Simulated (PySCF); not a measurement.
## Working out the ionisation energy of Tc

Tc [Kr] 4d5 5s2 (6S) → Tc⁺ [Kr] 4d5 5s1 (7S). Calculation: PySCF 2.14, in cc-pVTZ-PP with ECP28MDF (5s5p4d2f1g, 63 functions); a scalar-relativistic core potential. Frozen: 4s2 4p6. Energies in hartree (1 hartree = 27.21139 eV):

| part | Tc (lower) | Tc⁺ (upper) |
| --- | --- | --- |
| UHF | -79.849105 | -79.645621 |
| MP2 opposite-spin | -0.043065 | 0.000000 |
| MP2 same-spin | -0.078835 | -0.080165 |

**Question.** What does Hartree-Fock give?

**Answer.** (-79.645621) − (-79.849105) = 0.203484 hartree = 5.537 eV.

**Question.** What do MP2 and SCS-MP2 (6/5 opposite-spin, 1/3 same-spin) give?

**Answer.** The opposite-spin parts differ by 1.172 eV and the same-spin parts by -0.036 eV. MP2: 5.537 + (1.172) + (-0.036) = 6.673 eV. SCS-MP2: 5.537 + 1.2 × (1.172) + (-0.036)/3 = 6.931 eV.

Measured between the centres of the two terms (NIST): 7.119 eV, so MP2 (valence) is off by -0.446 eV.

What remains against the reference includes basis incompleteness, the frozen core and correlation beyond second order.
